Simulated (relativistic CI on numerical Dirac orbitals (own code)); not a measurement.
## Ti³⁺ in a cubic cluster: 3s photoemission with charge transfer

Computed with a charge-transfer multiplet model of a cubic metal-ligand cluster with up to 2 ligand holes, Slater and spin-orbit integrals from Dirac-Coulomb-Breit ions, Slater integrals scaled by 0.8. The parameters are those of a tetrahedral site (10Dq negative, t2 hopping the larger). The ground state mixes d1 with configurations of k ligand holes L, whose averages lie at kΔ + k(k − 1)U_dd/2; a core hole lowers each added d electron by U_cd. 300 K, Lorentzian 1.4 eV and Gaussian 0.8 eV FWHM.

Atomic integrals in eV (Slater integrals scaled, ζ unscaled), ground: F2dd 6.578, F4dd 4.090, zeta_d 0.017; with the core hole: F2dd 6.578, F4dd 4.090, zeta_d 0.022, G2cd 8.461. Where a configuration has fewer than two d electrons, the dd integrals are those of d2.

Cluster parameters (eV): Δ = 3.3, U_cd = 7, 10Dq = -0.2, 10Dq(ligand) = 0, V(eg) = 0.93, V(t2g) = -1.57, final-state hopping factor = 0.8.

| Case | n_d | d1 | d2L | d3L2 | S |
| --- | --- | --- | --- | --- | --- |
| U_dd = 3.5 eV | 1.55 | 0.52 | 0.42 | 0.07 | 0.50 |
| U_dd = 4.9 eV | 1.52 | 0.53 | 0.41 | 0.06 | 0.50 |
| U_dd = 5.6 eV | 1.51 | 0.54 | 0.41 | 0.05 | 0.50 |
| U_dd = 7 eV | 1.49 | 0.56 | 0.40 | 0.04 | 0.50 |
| U_dd = 7.7 eV | 1.48 | 0.56 | 0.40 | 0.04 | 0.50 |

Weights, n_d and S are thermal averages at 300 K. Binding energies count from the first peak over 30 % of the highest in each spectrum, which can be another peak from case to case. The parameters are a model scan and need not match a compound or its usual spin state. Peaks in eV (height, largest 100):
- U_dd = 3.5 eV: 0.0 (100), 3.3 (61), 5.8 (44), 7.4 (39), 9.8 (26), 11.8 (24)
- U_dd = 4.9 eV: 0.0 (100), 3.5 (55), 5.9 (39), 7.8 (32), 11.6 (20)
- U_dd = 5.6 eV: 0.0 (100), 3.5 (51), 5.9 (36), 8.0 (30)
- U_dd = 7 eV: 0.0 (100), 3.5 (47), 5.9 (32), 8.6 (27), 11.6 (15)
- U_dd = 7.7 eV: 0.0 (100), 3.4 (45), 5.9 (30), 8.7 (26), 11.8 (14)

For the case U_dd = 5.6 eV, Δ = 3.3 eV is smaller than U_dd = 5.6 eV, the charge-transfer side of the Zaanen-Sawatzky-Allen scheme. With the core hole the average of the configuration with one ligand hole lies at Δ − U_cd = -3.7 eV before mixing: the effective hopping of about 3.2 eV (from the holes of the mixed ground state) is comparable with this gap or larger, so the configurations mix strongly.

With at most 2 ligand holes the space is cut while the next configuration still counts, so covalency is underestimated, and a final configuration with one more ligand hole, which can lie low, is missing from the spectra.

Without intra-shell correlation the exchange splitting of the 3s hole comes out too large.
